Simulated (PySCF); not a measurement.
C7H4N6, SMILES C1=CC2=NC=NC3=NC=NC(=N1)N23.

Geometry optimised at B3LYP-D3(BJ)/def2-SVP.

Two levels are set side by side: TDA-PBE/def2-SVP (PySCF) and TDA-ωB97X/def2-SVP (PySCF). Vertical, same geometry. The lowest singlet is HOMO→LUMO 99 % with PBE and HOMO→LUMO 96 % with the other functional; states are paired by order. Differences are taken from unrounded values.

```tsv
quantity	TDA-PBE
lowest singlet excitation (eV)	2.37
lowest triplet excitation (TDA) (eV)	2.15
```

Task: These are the TDA-PBE values. What does TDA-ωB97X give? (An estimate is asked for; the answer gives what the named calculation found.)

Result: 
```
quantity                              TDA-ωB97X  TDA-PBE minus TDA-ωB97X
------------------------------------  ---------  -----------------------
lowest singlet excitation (eV)             2.89                    -0.52
lowest triplet excitation (TDA) (eV)       2.59                    -0.44
```

Functionals without exact exchange tend to place singlet excitations lower, as here. Differences between two approximate levels are no errors against the true value.

Rough cost on one machine, each run with all the roots and properties that it gave: TDA-ωB97X against TDA-PBE about 4 times.
